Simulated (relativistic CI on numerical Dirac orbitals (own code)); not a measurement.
**Hyperfine structure of Ag X, mass number 107**

Computed by Dirac-Coulomb-Breit CI, KLI orbitals optimised for each configuration, model QED (radiative potential, 1s self-energy scaled to tabulated hydrogen-like ionisation energies), unscaled Slater integrals (own radial code, finite nucleus).

Configuration list (outside the closed core [Ar] 3d10): 4s²4p⁶4d², 4s²4p⁵4d³, 4s²4p⁶4d4f, 4s²4p⁶4d5s, 4s²4p⁶4d5p, 4s4p⁶4d³, 4s²4p⁵4d²4f, 4s²4p⁶5s5p, 4s²4p⁶4f5s, 4s²4p⁶4d5d, 4s²4p⁶4f², 4s²4p⁵4f³, 4s²4p⁶5s², 4s²4p⁵4f5s², 4s²4p⁶5p², 4s²4p⁵4f5p², 4s²4p⁶4f5p, 4s²4p⁵4f²5p. Double excitations out of closed p, d and f shells are left out; levels of such configurations are missing from the list, as are those of other unlisted configurations, and high levels can miss mixing partners.

Nuclear spin I = 1/2, μ = -0.11352 μN (tables of Stone and Pyykkö). The electronic factors are computed for point nuclear moments, without core polarisation or the Bohr-Weisskopf and QED corrections.

| Level | E (cm⁻¹) | A (MHz) |
| --- | --- | --- |
| 4s²4p⁶4d² ³F2 | 0 | -501.5 |
| 4s²4p⁶4d² ³F3 | 5403 | -306.5 |
| 4s²4p⁶4d² ³F4 | 10909 | -241.7 |
| 4s²4p⁶4d² ¹D2 | 20502 | -280.9 |
| 4s²4p⁶4d² ³P1 | 22475 | -5.337 |
| 4s²4p⁶4d² ³P2 | 29099 | -217.1 |
| 4s²4p⁶4d² ¹G4 | 31590 | -306.3 |
| 4s²4p⁶4d5s ³D1 | 396264 | 1575 |

Levels with J = 0, under 50 % of one LS term, or S terms without an open s electron are left out. Small factors come from cancelling terms and can be off by tens of per cent or more.

At this charge energies of transitions that change n are usually good to better than 1 %, and those within a shell (Δn = 0) to a few per cent. Terms inside the open d or f shell come out 10 to 20 % too wide with unscaled integrals.

**Question.** Give the hyperfine levels of 4s²4p⁶4d² ³F2 relative to its centre of gravity.

**Answer.** With K = F(F + 1) − I(I + 1) − J(J + 1), E = AK/2: F = 3/2: 752.2, F = 5/2: -501.5 MHz.

LS names give the leading component of a level, which can be under half, so a name can repeat, a term be missing and a line seem to break the LS rules.
